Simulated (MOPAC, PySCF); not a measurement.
H₃BO₃, SMILES `OB(O)O`, neutral singlet in the gas phase. 

Cartesian coordinates (Å):
```xyz
7

O     -0.8362    -1.3129     0.0485
B     -0.0210    -0.2267    -0.0015
O     -0.5919     1.0227     0.0614
O      1.3178    -0.4724    -0.1116
H     -1.7642    -1.0776     0.1257
H      0.0042     1.7725     0.0242
H      1.8913     0.2943    -0.1468
```
Charge 0, multiplicity 1.

All levels are single points at this geometry (CAM-B3LYP-D3(BJ)/def2-TZVPD); Pople sets use spherical d functions. Orbital energies aren't observables, and empty levels follow the basis.

PM3 in MOPAC gives HOMO (eV) = -12.42.

Problem. Estimate the HOMO (eV) from each of these levels: CAM-B3LYP-D3(BJ)/def2-TZVPD in PySCF; B3LYP/3-21G in PySCF; B3LYP/6-31G* in PySCF; BP86/6-31G* in PySCF; M06-2X/6-31G* in PySCF; SVWN5/6-31G* in PySCF; HF/3-21G in PySCF; HF/STO-3G in PySCF.

Solution. 
```json
[
 {"level": "CAM-B3LYP-D3(BJ)/def2-TZVPD in PySCF", "HOMO (eV)": "-10.80"},
 {"level": "B3LYP/3-21G in PySCF", "HOMO (eV)": "-7.80"},
 {"level": "B3LYP/6-31G* in PySCF", "HOMO (eV)": "-8.30"},
 {"level": "BP86/6-31G* in PySCF", "HOMO (eV)": "-6.91"},
 {"level": "M06-2X/6-31G* in PySCF", "HOMO (eV)": "-10.41"},
 {"level": "SVWN5/6-31G* in PySCF", "HOMO (eV)": "-6.93"},
 {"level": "HF/3-21G in PySCF", "HOMO (eV)": "-13.02"},
 {"level": "HF/STO-3G in PySCF", "HOMO (eV)": "-10.01"}
]
```
